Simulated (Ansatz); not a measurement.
Other settings, tried on H2Te2 (Te₂H₂).

```yaml
crystal:
  periodic: [false, false, false]
  atoms:
    - {symbol: Te, position_ang: [-0.030210, 1.086858, -0.995167]}
    - {symbol: Te, position_ang: [-0.185991, -1.459183, -0.094903]}
    - {symbol: H, position_ang: [-0.953342, 1.750992, 0.221186]}
    - {symbol: H, position_ang: [1.169543, -1.378667, 0.868884]}
basis:
  gaussian: {orbitals: def2-SVP}
magnetization: {spin_polarized: true, initial_magnetization: 0}
hamiltonian: {xc: {name: PBE0-DH}}
```

```sh
$ ansatz run in.yaml --threads 4 --pin off --events-out ev --progress --plain --max-ram 3916MiB
```

Shortened log:

```
Functional definition: PBE0-DH
769 factors; integrals over basis functions are off by at most 5.7e-4 eV
mean field evaluation 1: about -14612.9901 eV, gradient 3.2e0 eV
mean field evaluation 2: about -14613.0496 eV, gradient 3.3e0 eV
mean field evaluation 4: about -14613.1528 eV, gradient 3.8e-1 eV
mean field evaluation 8: about -14613.1539 eV, gradient 2.4e-3 eV
mean field evaluation 16: about -14613.1539 eV, gradient 6.4e-6 eV
mean field -14613.15389423 eV, -537.0235004616 hartree, gradient 6.4e-6 eV, S^2 0.000000; 0 other end points of the search recorded, 0 dependent functions left out
8 core orbitals not correlated: weight in the atoms' cores, before any rotation towards them, 1.000 or more for the frozen orbitals, at most 0.000 for the correlated occupied ones
reference -14613.15390759 eV, -537.0235009523 hartree; 17, 17 occupied and 37, 37 virtual orbitals, 769 factors
second order -8.35049599 eV of doubles, -0.00000000 eV of singles
Total energy: -14614.19771959 eV, -537.0618603358 hartree
```

Hardware: 4 threads of Intel Xeon on a shared host. Wall time 4.2 s.

In the def2 sets Te takes a core potential; there is no spin–orbit coupling. Correlated methods freeze 8 core orbitals; core or outer-core shells of Te are correlated, in sets that lack core-valence functions.
